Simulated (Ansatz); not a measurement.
```yaml
crystal:
  periodic: [false, false, false]
  atoms:
    - {symbol: As, position_ang: [-0.569773, 0.311707, -0.286994]}
    - {symbol: H, position_ang: [0.681301, 0.767544, 0.459244]}
    - {symbol: H, position_ang: [-0.122527, -1.144152, -0.185549]}
basis:
  gaussian: {orbitals: def2-TZVPP, point_charges: [{charge: -1.00, position_ang: [4.112, -0.194, -0.706]}]}
magnetization: {spin_polarized: true, initial_magnetization: 2}
hamiltonian: {xc: {name: r2SCAN50}}
output: {forces: true}
```

```sh
$ ansatz run in.yaml --threads 2 --pin off --events-out ev --progress --plain --max-ram 32768MiB --backend cpu
```

**Question.** How does Ansatz answer? (Best estimate.)

**Answer.** Ansatz gave: The program refused the input.
```
Error: a molecule whose nuclei and cores have a total charge of 35 cannot have a net charge of 0 together with 2 unpaired electrons
```
